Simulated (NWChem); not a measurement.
## Correlation energy of bromine monochloride (BrCl)

```
Cl
Br 1 2.1953
```
Charge 0, spin multiplicity 1.

The numbers come from NWChem runs, not from measurements. The geometry was optimised at B3LYP/def2-SVP, a minimum by its harmonic frequencies.

Basis set: def2-TZVP. Each correlation energy counts from its own Hartree-Fock reference.

The Hamiltonian is non-relativistic. The correlated methods keep 14 core orbitals frozen. No row is a measurement; the coupled-cluster row has its own basis-set and correlation limits.

Problem. Order these methods by the correlation energy they give, lowest first: SCS-MP2, CCSD, CR-CCSD(T), MP2, CCSD(T).

Solution. CCSD(T) (-503.0 mHa), CR-CCSD(T) (-498.9 mHa), CCSD (-484.1 mHa), MP2 (-460.6 mHa), SCS-MP2 (-440.8 mHa)
